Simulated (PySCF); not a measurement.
## Excitation energy of B⁺ by level of theory

B⁺ [He] 2s2 (1S) → B⁺ [He] 2s1 3d1 (3D), as a difference of total energies. Computed with PySCF 2.14 in x2c-TZVPPall with one added diffuse shell each of s, p, d type (6s4p3d1f, 40 functions), with the spin-free X2C one-electron Hamiltonian (Gaussian nucleus). Correlated levels: valence: 1s2 frozen. The calculations carry no spin-orbit coupling.

| method | excitation energy (eV) |
| --- | --- |
| UHF | 17.268 |
| MP2 (valence) | 18.175 |
| SCS-MP2 (valence) | 18.409 |
| CCSD (valence) | 18.743 |

**Question.** How much does correlation contribute at MP2 (valence)?

**Answer.** 18.175 − (17.268) = 0.907 eV, measured against UHF.

The promoted electron is Rydberg-like, and one or two diffuse shells describe it only roughly, which tends to raise the upper state.

With two correlated electrons CCSD is exact in that space.

The coupled-cluster amplitudes are large for the lower state (T1 above 0.03 or a double amplitude above 0.15), so a single reference is strained.
